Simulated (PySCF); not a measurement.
`F[C@@H]1C[C@]1(F)[C@@H]1C[SiH2]S1`, C5H8F2SSi

Molfile (atoms numbered from 1):
```
C5H8F2SSi
     RDKit          3D

 17 18  0  0  0  0  0  0  0  0999 V2000
   -2.3140   -0.9658    1.2996 F   0  0  0  0  0  0  0  0  0  0  0  0
   -2.0662    0.2457    0.7317 C   0  0  2  0  0  0  0  0  0  0  0  0
   -2.0994    0.3573   -0.7625 C   0  0  0  0  0  0  0  0  0  0  0  0
   -0.7880    0.4241   -0.0342 C   0  0  1  0  0  0  0  0  0  0  0  0
   -0.2281    1.6741    0.0752 F   0  0  0  0  0  0  0  0  0  0  0  0
    0.2378   -0.6658   -0.1409 C   0  0  2  0  0  0  0  0  0  0  0  0
    1.4289   -0.4574    0.8050 C   0  0  0  0  0  0  0  0  0  0  0  0
    2.6501    0.1224   -0.5364 Si  0  0  0  0  0  4  0  0  0  0  0  0
    1.0630   -0.6148   -1.8005 S   0  0  0  0  0  0  0  0  0  0  0  0
   -2.4398    1.0467    1.3567 H   0  0  0  0  0  0  0  0  0  0  0  0
   -2.4926    1.2657   -1.1898 H   0  0  0  0  0  0  0  0  0  0  0  0
   -2.2920   -0.5363   -1.3349 H   0  0  0  0  0  0  0  0  0  0  0  0
   -0.2621   -1.6281   -0.0276 H   0  0  0  0  0  0  0  0  0  0  0  0
    1.7153   -1.3987    1.2712 H   0  0  0  0  0  0  0  0  0  0  0  0
    1.1999    0.2481    1.6015 H   0  0  0  0  0  0  0  0  0  0  0  0
    3.8630   -0.6680   -0.6798 H   0  0  0  0  0  0  0  0  0  0  0  0
    2.8171    1.5629   -0.6441 H   0  0  0  0  0  0  0  0  0  0  0  0
  1  2  1  0
  2  3  1  0
  3  4  1  0
  4  5  1  1
  4  6  1  0
  6  7  1  0
  7  8  1  0
  8  9  1  0
  4  2  1  0
  9  6  1  0
  2 10  1  1
  3 11  1  0
  3 12  1  0
  6 13  1  1
  7 14  1  0
  7 15  1  0
  8 16  1  0
  8 17  1  0
M  END
```

Computed with TDDFT LC-wPBE/def2-SVPD circular dichroism and optical rotation, one conformer, gas phase in PySCF 2.14.0. Geometry: GFN2-xTB.

The molecule is flexible and this is one conformer; a measurement averages over conformers.

Question: Draw the ECD and absorption spectra from the lowest 16 states, each a Gaussian of half-width 0.35 eV at 1/e height.

Answer: 
```tsv
E (eV)	λ (nm)	Δε (L mol⁻¹ cm⁻¹)	ε (L mol⁻¹ cm⁻¹)
4.97	249	+0.14	1.95
5.12	242	+0.37	6.48
5.27	235	+0.60	19.2
5.42	229	+0.29	56
5.57	223	-1.45	149
5.72	217	-4.76	311
5.87	211	-8.02	469
6.02	206	-8.76	497
6.17	201	-6.49	367
6.32	196	-3.13	196
6.47	192	-0.06	122
6.62	187	+3.92	263
6.77	183	+10.99	797
6.92	179	+20.30	1850
7.07	175	+27.01	3180
7.22	172	+28.44	4170
7.37	168	+29.19	4730
7.52	165	+34.40	5490
7.67	162	+40.13	6710
7.82	159	+37.69	7550
7.97	156	+26.21	7410
8.12	153	+14.57	6940
8.27	150	+12.35	7110
8.42	147	+22.30	7910
8.57	145	+37.74	8290
```
Δε uses R in velocity form, ε uses f in length form. Only the states computed contribute, so the short-wavelength end is incomplete.
